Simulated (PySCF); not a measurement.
**A ladder for the ionisation energy of Cs**

Cs [Xe] 6s1 (2S) → Cs⁺ [Xe] (1S). Scalar values calculated with PySCF 2.14 in x2c-TZVPPall (spin-free X2C; valence: [Xe] frozen; valence and next inner shell: [Kr] 4d10 frozen). The spin-orbit shift comes from two-component X2C-1e calculations (generalised Hartree-Fock, GHF, and MP2 on its spinors, GMP2) in x2c-TZVPPall-2c: GMP2 gives 3.817 eV without and 3.817 eV with screened spin-orbit coupling, a shift of 0.000 eV (GHF: 0.001 eV). Sums use unrounded values; where a UHF row is shifted, it takes the GHF shift.

| method | scalar (eV) |
| --- | --- |
| UHF | 3.475 |
| LDA | 4.105 |
| PBE | 3.974 |
| PBE0 | 3.890 |
| r2SCAN | 3.771 |
| B97-3 | 3.717 |
| PW91 | 3.997 |
| wB97X-V | 3.692 |
| MP2 (valence and next inner shell) | 3.814 |
| SCS-MP2 (valence and next inner shell) | 3.747 |
| CCSD (valence and next inner shell) | 3.809 |
| CCSD(T) (valence and next inner shell) | 3.838 |

Task: Form a composite estimate from CCSD(T) (valence and next inner shell) and the spin-orbit shift, and compare it with the reference, 3.894 eV (measured; NIST Atomic Spectra Database, ionization energies).

Result: 3.838 + (0.000) = 3.838 eV, an error of -0.055 eV.

The errors of the correlated levels include the incompleteness of the basis and the frozen core, so a lower level can come closer by cancellation.
